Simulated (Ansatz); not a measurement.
n-GeGeSiSiH10 (Si2Ge2H10). Charge 0, multiplicity 1. Geometry PBE-D4/def2-SVP, basis def2-TZVP, Ansatz.

| run | HOMO (eV) | LUMO (eV) |
| --- | --- | --- |
| A | -7.57 | -0.51 |
| B | -7.78 | -0.32 |
| C | -7.40 | -0.69 |
| D | -10.23 | 1.77 |
| E | -6.77 | -1.13 |
| F | -7.03 | -0.90 |

LC-ωPBE has ω = 0.4 bohr⁻¹. B3LYP takes the VWN-RPA correlation. HSE06 is defined as in plane-wave codes, on full-range PBE exchange. Another isomer (singlet) lies 0.11 eV lower at PBE0-D4/def2-TZVP; other spin states weren't run for this one.

Q: The runs used B3LYP, HSE06, LC-ωPBE, PBE, PBE0, r2SCAN. Estimate which is which.

A: A B3LYP (20 % exact exchange); B PBE0 (25 % exact exchange); C HSE06 (range-separated); D LC-ωPBE (range-separated); E PBE (0 % exact exchange); F r2SCAN (0 % exact exchange). Exact exchange lowers occupied and raises empty levels; among semilocal functionals meta-GGAs tend to open the gap a little, and such runs are hard to tell apart. The gap grows from 5.64 eV (PBE) to 12.00 eV (LC-ωPBE).
